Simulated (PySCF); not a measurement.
stibine (H3Sb), SMILES [SbH3]. Coordinates come from a PBE-D3(BJ)/def2-TZVPD optimisation. The def2 effective core potentials stand for the cores of Sb; spin–orbit coupling is left out.

The numbers are results of PBE-D3(BJ)/def2-TZVPD (PySCF 2.14.0), not measurements.

Harmonic wavenumbers (cm⁻¹): 775, 810, 810, 1883, 1894, 1894. Rotational constants (GHz): 85.76, 85.76, 83.45; symmetry number 3.

### Question
Work out the zero-point energy and the ideal-gas rigid-rotor harmonic-oscillator thermochemistry at 298.15 K and 1 atm.

### Answer
ZPE = ½ Σ hcν = ½ × 8064 cm⁻¹ = 11.53 kcal/mol. H − E(el) = 14.05 kcal/mol. Entropy in cal/(mol K): translation 40.38, rotation 14.73, vibration 0.63, total 55.74. G − E(el) = -2.57 kcal/mol. Cp = 9.97 cal/(mol K).
